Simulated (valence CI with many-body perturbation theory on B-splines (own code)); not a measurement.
## Mn¹⁹⁺: one-electron terms

Method: relativistic CI+MBPT: four valence electrons over a frozen Dirac-Fock core [He], radial functions for each j: 11 s, 11 p, 10 d, 8 f, 5 g, 2 h, with the one-electron correlation potential Σ1, the two-electron term Σ2, the three-electron term Σ3, Breit, model QED; selected CI, second order for the rest, scaled by the run's own slope (own B-spline code, finite nucleus).

No measured levels were compared; by estimate levels of excited configurations hold to 0.05 to 0.15 % of their energy, terms of the ground configuration to about 0.5 %. Among the levels kept, up to 1000 cm⁻¹ of a level comes from second order outside the variational space, and about a tenth of that is noise between levels of different J, which matters for small intervals.

These are the spectroscopic orbitals of the CI (the correlating ones are not listed), shaped by the core and the other valence electrons. h is the expectation value of the core's Dirac-Fock operator, without the valence repulsion; Σ1 is computed up to l = 3 at one energy for each symmetry, that of its lowest orbital but kept below the first core excitation, so for empty shells it is not the orbital's own correlation shift; Breit and QED include the response of the core.

```tsv
Orbital	h (hartree)	Σ1 (cm⁻¹)	Breit (cm⁻¹)	QED (cm⁻¹)	⟨r⟩ (bohr)
2s1/2	-69.004	-1156	3549	2955	0.2596
3s1/2	-30.129	-265	959	821	0.6097
4s1/2	-16.768	-100	379	327	1.115
5s1/2	-10.666	-48.8	188	163	1.768
6s1/2	-7.3766	-27.5	107	92.8	2.571
7s1/2	-5.4039	-17.0	66.4	57.8	3.523
2p1/2	-67.257	-2563	6829	-180	0.2231
3p1/2	-29.605	-544	1815	-50.2	0.5825
4p1/2	-16.549	-204	724	-20.3	1.095
5p1/2	-10.553	-99	362	-10.2	1.756
6p1/2	-7.3115	-56.0	206	-5.8	2.567
7p1/2	-5.363	-34.7	129	-3.6	3.527
2p3/2	-66.743	-2431	3050	54.7	0.2255
3p3/2	-29.454	-516	792	13.9	0.5859
4p3/2	-16.485	-194	314	5.5	1.100
5p3/2	-10.521	-94.5	156	2.8	1.762
6p3/2	-7.2929	-53.2	89.1	1.6	2.574
7p3/2	-5.3513	-33.0	55.6	1.0	3.534
3d3/2	-29.177	-204	49.1	-9.4	0.5067
4d3/2	-16.368	-86.0	26.5	-3.7	1.028
5d3/2	-10.461	-44.1	14.8	-1.9	1.697
6d3/2	-7.2582	-25.5	9.0	-1.1	2.517
7d3/2	-5.3295	-16.1	5.8	-0.7	3.484
3d5/2	-29.132	-200	14.8	9.9	0.5078
4d5/2	-16.349	-84.4	7.9	4.3	1.029
5d5/2	-10.452	-43.2	4.4	2.2	1.699
6d5/2	-7.2526	-25.0	2.7	1.3	2.519
7d5/2	-5.3259	-15.8	1.7	0.8	3.486
4f5/2	-16.282	-15.6	0.2	-2.0	0.8957
5f5/2	-10.421	-8.9	0.2	-1.0	1.569
6f5/2	-7.2356	-5.4	0.1	-0.6	2.392
7f5/2	-5.3154	-3.5	0.1	-0.4	3.364
4f7/2	-16.273	-15.5	0.1	1.6	0.8963
5f7/2	-10.416	-8.8	0.0	0.8	1.569
6f7/2	-7.2329	-5.3	0.0	0.5	2.393
7f7/2	-5.3137	-3.5	0.0	0.3	3.365
5g7/2	-10.406		0.0	-0.6	1.374
6g7/2	-7.2267		0.0	-0.3	2.198
7g7/2	-5.3096		0.0	-0.2	3.172
5g9/2	-10.403		0.0	0.5	1.374
6g9/2	-7.2252		0.0	0.3	2.199
7g9/2	-5.3086		0.0	0.2	3.172
6h9/2	-7.2246				1.949
6h11/2	-7.2236				1.950
```

Among the shells of the start configuration 2s2 2p2, Σ1 is largest in size for 2p1/2, where it is 0.017 % of h.

Lowest root of each symmetry, sizes in configuration state functions:

| J | Parity | Roots | Reference | Variational | Second order | Change by selected CI (cm⁻¹) | Change by second order (cm⁻¹) |
| --- | --- | --- | --- | --- | --- | --- | --- |
| 0 | even | 17 | 55 | 28871 | 150149 | -15319 | -2 |
| 1 | even | 33 | 129 | 31993 | 423609 | -14774 | -258 |
| 2 | even | 36 | 156 | 31996 | 754880 | -15225 | -365 |
| 3 | even | 21 | 128 | 32257 | 769859 | -19693 | -593 |
| 4 | even | 9 | 86 | 33571 | 803381 | -14716 | -110 |
| 5 | even | 3 | 47 | 42892 | 468153 | -15246 | -18 |
| 0 | odd | 13 | 51 | 28267 | 111106 | -19608 | -3 |
| 1 | odd | 30 | 132 | 31990 | 499885 | -18141 | -115 |
| 2 | odd | 30 | 153 | 31994 | 633248 | -8915 | -164 |
| 3 | odd | 17 | 128 | 31984 | 729114 | -17385 | -425 |
| 4 | odd | 6 | 87 | 35153 | 456137 | -21216 | -203 |
| 5 | odd | 1 | 48 | 26701 | 262607 | -26804 | -36 |
